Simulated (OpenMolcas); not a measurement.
## 4d3 along the 39-electron sequence

```json
{
 "Program": "OpenMolcas 26.06",
 "Method": "CASSCF",
 "Basis": "ANO-R3",
 "Scalar Hamiltonian": "X2C, finite nucleus",
 "Spin-orbit coupling": "RASSI with atomic mean-field integrals over the reference wave functions, term energies averaged over their components"
}
```

Active space for each ion: 3 electrons in 5 orbitals (4d).

Computed levels in cm-1 above 4F 3/2:

```csv
Level,Nb2+,Mo3+,Tc4+,Ru5+,Rh6+,Pd7+
4F 5/2,505,727,1007,1347,1754,2225
4F 7/2,1167,1666,2284,3022,3890,4875
4F 9/2,1951,2760,3741,4893,6220,7697
4P 1/2,11326,13217,14916,16597,18253,19927
4P 3/2,11430,13321,14983,16590,18121,19624
2G 7/2,12126,14365,16400,18461,20535,22679
4P 5/2,12128,14366,16498,18697,20962,23326
2G 9/2,12677,15081,17269,19461,21635,23849
2P 1/2,15793,18680,21314,23990,26699,29509
weight of 4F in the lowest level (%),100,99,99,99,98,98
```

Mixed levels, with the weight of the term that names them: Rh6+ 2G 9/2 (70 %), Pd7+ 2G 9/2 (64 %).

Measured, with the error of the calculation in %. Measured levels: Nb2+ from the list in Shadmi, J. Res. Natl. Bur. Stand. 70A, 435 (1966); Mo3+ from Sugar and Musgrove, J. Phys. Chem. Ref. Data 17, 155 (1988).

```json
{"Level": "4F 5/2", "Nb2+": "516 (-2.1)", "Mo3+": "778 (-6.6)"}
{"Level": "4F 7/2", "Nb2+": "1177 (-0.8)", "Mo3+": "1760 (-5.3)"}
{"Level": "4F 9/2", "Nb2+": "1939 (+0.6)", "Mo3+": "2865 (-3.6)"}
{"Level": "4P 1/2", "Nb2+": "8664 (+30.7)", "Mo3+": "10338 (+27.9)"}
{"Level": "4P 3/2", "Nb2+": "8608 (+32.8)", "Mo3+": "10331 (+28.9)"}
{"Level": "2G 7/2", "Nb2+": "9236 (+31.3)", "Mo3+": "11580 (+24.0)"}
{"Level": "4P 5/2", "Nb2+": "9594 (+26.4)", "Mo3+": "11612 (+23.7)"}
{"Level": "2G 9/2", "Nb2+": "9804 (+29.3)", "Mo3+": "12311 (+22.5)"}
{"Level": "2P 1/2", "Nb2+": "", "Mo3+": "14348 (+30.2)"}
```

The fine-structure level 4F 9/2 changes by a factor of 3.95 from Nb2+ to Pd7+. Its fourth root runs 6.65, 7.25, 7.82, 8.36, 8.88, 9.37, with steps per unit of Z of 0.60, 0.57, 0.54, 0.52, 0.49; equal steps would mean a (Z - σ)^4 law with constant σ.

4P 1/2 changes by a factor of 1.76 over the same range, with steps per unit of Z of +1890, +1700, +1680, +1660, +1670 cm-1.

Without dynamic correlation excited terms often stand tens of per cent too high (terms of higher spin than the ground term too low), and those without a measured partner can miss by more than the paired ones. Levels of configurations with an s electron are missing; early in the row they begin among the upper levels of the d shell and mix with terms of their name (holds for Nb2+). Measured partners are found by configuration, term and J. A level has none where our copy of the source lacks it or the pairing is in doubt (some pairs that miss far off the trend of their configuration count as doubtful), and it then counts in no deviation. Only configurations of the active space appear.
